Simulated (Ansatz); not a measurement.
Relaxation of CH₄AlFS (8 atoms, charge 0, multiplicity 1), to a largest force component of 0.02 eV/Å in at most 50 steps.

These are results of Ansatz, RKS CAM-B3LYP-D4/def2-SVP, not measurements.

```xyz
8
Properties=species:S:1:pos:R:3
F 0.558 0.512 1.702
C 0.241 1.226 0.510
S -1.318 0.592 -0.254
Al -0.377 -1.460 -0.738
H 1.101 1.108 -0.206
H 0.111 2.323 0.733
H 0.294 -1.723 -2.133
H -0.520 -2.635 0.329
```

Q: Where does it end, and by what steps?

A: It converged. After 18 steps the energy has fallen by 0.671 eV; F1 moved furthest, 1.31 Å. Joined: F1–Al4 (3.27 → 1.99 Å).

```csv
step,energy less start (eV),largest force component (eV/Å),accepted
0,0.0000,1.514,yes
1,-0.1432,0.691,yes
2,-0.1994,0.255,yes
3,-0.2668,0.290,yes
4,-0.3384,0.409,yes
5,-0.4323,0.377,yes
6,-0.4479,0.415,yes
7,-0.5537,0.798,yes
8,-0.5901,0.432,yes
9,-0.6405,0.279,yes
10,-0.6429,0.509,yes
11,-0.6633,0.058,yes
12,-0.6677,0.044,yes
13,-0.6689,0.178,yes
14,-0.6704,0.048,yes
15,-0.6709,0.037,yes
16,-0.6712,0.029,yes
17,-0.6713,0.035,yes
18,-0.6714,0.013,yes
```

```xyz
8
Properties=species:S:1:pos:R:3
F 0.904 -0.034 0.565
C 0.157 1.208 0.316
S -1.270 0.729 -0.659
Al -0.262 -1.305 -0.425
H 0.873 1.856 -0.205
H -0.078 1.592 1.316
H 0.617 -1.821 -1.629
H -0.848 -2.282 0.665
```

Whether the end is a true minimum wasn't checked by a vibrational analysis.

The run took 26 s on 2 threads of Intel(R) Xeon(R) 6975P-C (Granite Rapids) (shared host), peak memory 0.21 GiB.
